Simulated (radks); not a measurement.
Results of a calculation; reference values are marked as such.
Problem. Species: Se III. Configuration: [Ar] 3d10 4s2 4p2. Level of theory: Dirac Kohn-Sham, revPBE, spin-unpolarised, spherical densities, point nucleus; open shells are shared between the two j in proportion to 2j + 1 (a radial shooting solver on a logarithmic mesh with Libxc functionals). Some entries of the table are withheld. Estimate them.

| orbital | occ. | eigenvalue (eV) | <r> (bohr) | <r^2> (bohr^2) |
|---|---|---|---|---|
| 1s1/2 | 2 | -12524.92 | 0.04408 | (1) |
| 2s1/2 | 2 | -1629.471 | 0.1956 | 0.04520 |
| 2p1/2 | 2 | (2) | (3) | 0.03486 |
| 2p3/2 | 4 | (4) | (5) | 0.03632 |
| 3s1/2 | 2 | -236.2435 | 0.5736 | 0.3790 |
| 3p1/2 | 2 | (6) | 0.5821 | 0.3976 |
| 3p3/2 | 4 | (7) | 0.5926 | 0.4119 |
| 3d3/2 | 4 | (8) | 0.6258 | 0.4889 |
| 3d5/2 | 6 | (9) | 0.6301 | 0.4956 |
| 4s1/2 | 2 | -37.5600 | 1.693 | 3.254 |
| 4p1/2 | 0.666667 | -25.7518 | 1.968 | (10) |
| 4p3/2 | 1.33333 | -25.2396 | 1.998 | (11) |

Solution. 
(1) 1s1/2 <r^2> (bohr^2): 0.002616
(2) 2p1/2 eigenvalue (eV): -1463.916
(3) 2p1/2 <r> (bohr): 0.1685
(4) 2p3/2 eigenvalue (eV): -1422.156
(5) 2p3/2 <r> (bohr): 0.1723
(6) 3p1/2 eigenvalue (eV): -179.6309
(7) 3p3/2 eigenvalue (eV): -173.7578
(8) 3d3/2 eigenvalue (eV): -76.2750
(9) 3d5/2 eigenvalue (eV): -75.3778
(10) 4p1/2 <r^2> (bohr^2): 4.440
(11) 4p3/2 <r^2> (bohr^2): 4.575
